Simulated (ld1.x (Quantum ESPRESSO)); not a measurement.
# Transferability test, ultrasoft potential for Ti

ld1.x (Quantum ESPRESSO) 7.5 input, shortened:

```
&input
   title='Ti', zed=22., rel=1, dft='BP', iswitch=3,
   config='[Ar] 3d2 4s2 4p0'
 /
 &inputp
   pseudotype=3, tm=.true., lloc=-1, rcloc=2.55,
   nlcc=.true., new_core_ps=.true., rcore=1.55,
   which_augfun='PSQ', rmatch_augfun=1.50
 /
6
4S  1  0   2.00   0.00  2.10  2.75  0.0
4S  1  0   0.00   4.30  2.10  2.75  0.0
4P  2  1   0.00   0.00  3.45  3.85  0.0
4P  2  1   0.00   0.25  3.45  3.85  0.0
3D  3  2   2.00   0.00  2.05  2.70  0.0
3D  3  2   0.00   2.80  2.05  2.70  0.0
 &test
   configts(1)='3d2 4s2 4p0'
 /
```

Energies are relative to the spin-unpolarised reference configuration 3d2 4s2 4p0; without spin polarisation the order of configurations can differ from experiment.

| valence configuration | charge | ΔE all-electron (eV) | error AE − PS (meV) |
| --- | --- | --- | --- |
| 3d2 4s0 4p0 | +2 | 21.181 | -23 |
| 3d1 4s0 4p0 | +3 | 48.153 | -775 |
| 3d2 4s1 4p1 | 0 | 3.112 | -0.8 |
| 3d1 4s2 4p0 | +1 | 9.875 | -226 |
| 3d2 4s0 4p2 | 0 | 6.360 | -3.1 |

(1) What are ΔE and the potential's error for 3d2 4s1 4p0?

(2) What are ΔE and the potential's error for 3d2 4s1.5 4p0?

Levels in the configuration 3d2 4s0 4p2:

```
level  all-electron (eV)  pseudo (eV)
   3d             -6.715       -6.745
   4p             -2.684       -2.685
```

Answers

(1) ΔE = 7.519 eV all-electron; the error (AE − PS) is -2.3 meV.

(2) ΔE = 3.015 eV all-electron; the error (AE − PS) is -0.5 meV.
